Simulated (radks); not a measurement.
Task: The strontium ion Sr12+ is in [Ar] 3d8. Method: scalar-relativistic Kohn-Sham, BLYP, spin-polarised, spherical densities, finite nucleus; Fermi nuclear charge, rms radius of each element as measured or else 0.836 A^(1/3) + 0.57 fm; computed with a radial shooting solver on a logarithmic mesh with Libxc functionals. Open shells are filled with parallel spins first. One electron is removed from 3s, 2p, 3p, 3d in turn, with full relaxation. Which removal costs least, and what does each cost?

Result: 3d 409.52 eV; 3p 535.90 eV; 3s 613.86 eV; 2p 2256.9 eV. The 3d electron leaves first.
